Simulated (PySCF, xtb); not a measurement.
TlCl, SMILES [Cl][Tl].

Harmonic wavenumbers (cm⁻¹) from GFN2-xTB in xtb at its own minimum, in rising order: 215.

Question: What does PySCF with B3LYP-D3(BJ)/def2-TZVP give at its own minimum? (An estimate is asked for; the answer gives what the named calculation found.)

Answer: 270. Paired by order, the mean absolute difference is 55 cm⁻¹ and the zero-point energies are 0.3 and 0.4 kcal/mol.
